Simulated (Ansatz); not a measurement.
```xyz
3

Si    0.0000    0.0000   -0.1342
H     0.0000    1.0962    0.9391
H     0.0000   -1.0962    0.9391
```

Basis set: 6-31G* (spherical functions). Correlated methods keep 5 orbitals frozen. Charge 0, multiplicity 1.

Computed with Ansatz (development build ahead of 0.2.0); each method stands on the lowest determinant of its kind that the runs found. Restricted open shells among the atoms or ions are ROHF, correlated in semicanonical orbitals with singles.

Q: Give the atomization energy at this shape (free ground-state atoms in the same class of orbitals less the molecule, no zero-point energy) of singlet SiH2 by RHF-MP2, RHF.

A:

| method | atomization energy |
| --- | --- |
| RHF-MP2 | 5.40 eV |
| RHF | 4.72 eV |
